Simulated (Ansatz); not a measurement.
A search over several starts for the lowest SCF solution of the cluster NaPt3⁺ at the given spin, in a small basis.

```yaml
crystal:
  periodic: [false, false, false]
  atoms:
    - {symbol: Na, position_ang: [-0.646626, 1.788703, 0.554792]}
    - {symbol: Pt, position_ang: [-0.566500, -0.508963, -1.378092]}
    - {symbol: Pt, position_ang: [-0.347468, -1.166806, 0.998413]}
    - {symbol: Pt, position_ang: [1.560595, -0.112934, -0.175113]}
basis:
  gaussian: {orbitals: def2-SVP}
total_charge: 1
magnetization: {spin_polarized: true, initial_magnetization: 0}
hamiltonian: {xc: pbe0, dispersion: d4}
output: {orbitals: {seedname: orbitals}}
```

```sh
$ ansatz run in.yaml --threads 4 --pin off --events-out ev --progress --plain --max-ram 3916MiB
```

Shortened log:

```
Functional definition: PBE0
1113 factors; integrals over basis functions are off by at most 4.6e-4 eV
mean field evaluation 1: about -14135.7032 eV, gradient 5.3e1 eV
mean field evaluation 2: about -14031.9436 eV, gradient 1.5e2 eV
mean field evaluation 4: about -14147.5102 eV, gradient 9.8e0 eV
mean field evaluation 8: about -14148.0077 eV, gradient 8.7e-1 eV
mean field evaluation 16: about -14148.0125 eV, gradient 7.2e-4 eV
mean field evaluation 32: about -14148.0224 eV, gradient 3.8e-2 eV
mean field evaluation 64: about -14148.0154 eV, gradient 1.0e-1 eV
mean field -14148.02247858 eV, -519.9302362137 hartree, gradient 9.1e-6 eV, S^2 0.267425; 8 other end points of the search recorded, 0 dependent functions left out
reference -14148.02252292 eV, -519.9302378433 hartree; 32, 32 occupied and 79, 79 virtual orbitals, 1113 factors
Total energy: -14148.18657251 eV, -519.9362665546 hartree
```

It took 26 s on 4 threads of AMD EPYC 7B13 on a shared host.

Other converged states that the search met: 0.01 eV higher (⟨S²⟩ = 0.00).

In the def2 sets Pt takes a core potential; there is no spin–orbit coupling. The unrestricted singlet has broken spin symmetry (⟨S²⟩ up to 0.27). The structure comes from a short search, and lower isomers may exist.
